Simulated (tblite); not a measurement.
Compound: C3H10NSi (doublet state).
SMILES with atom numbers: `[CH3:1][CH:2]([CH3:3])[N:4][SiH3:5]` (hydrogens: H6, H7, H8 on C1; H9 on C2; H10, H11, H12 on C3; H13, H14, H15 on Si5)

Structure optimised with GFN2-xTB, isolated species. This method treats the open shell by occupation alone, without spin polarisation.

What internal coordinates does the optimisation give?

```tsv
bond	length (Å)
C1–C2	1.532
C2–C3	1.544
C2–N4	1.387
N4–Si5	1.679
C1–H6 and 5 like bonds	1.087
C2–H9	1.107
Si5–H13, Si5–H14, Si5–H15	1.470
```

Bonds in one row agree within 0.01 Å and their mean is given. A selection of angles:
```tsv
angle	degrees
C2–C1–H6	110.1
H6–C1–H7	109.0
H6–C1–H8	108.5
C1–C2–C3	110.9
C1–C2–N4	116.0
C1–C2–H9	108.1
C3–C2–N4	109.4
C3–C2–H9	105.9
N4–C2–H9	106.0
C2–N4–Si5	137.7
N4–Si5–H13	104.6
N4–Si5–H14	104.2
N4–Si5–H15	120.0
H13–Si5–H14	109.9
H13–Si5–H15	108.5
```

Dihedral angles: C1–C2–N4–Si5 0° (synperiplanar). The mirror-image conformer, all signs reversed, is as good.

Of the pairs four or more bonds apart, Si5···H6 is among the closest relative to their van der Waals radii: 3.18 Å, 97 % of the sum of Bondi's values. N4 (nitrogen bonded to C and Si) is bent (angle 137.7°). Si5 (silicon bonded to N and 3 H) is distorted tetrahedral (angles from 104.2° to 120.0°).

Point group: C1 (no symmetry element, even within 0.4 Å). Its GFN2-xTB frequencies are all real (lowest 41 cm⁻¹).

The numbers are calculated, not measured.
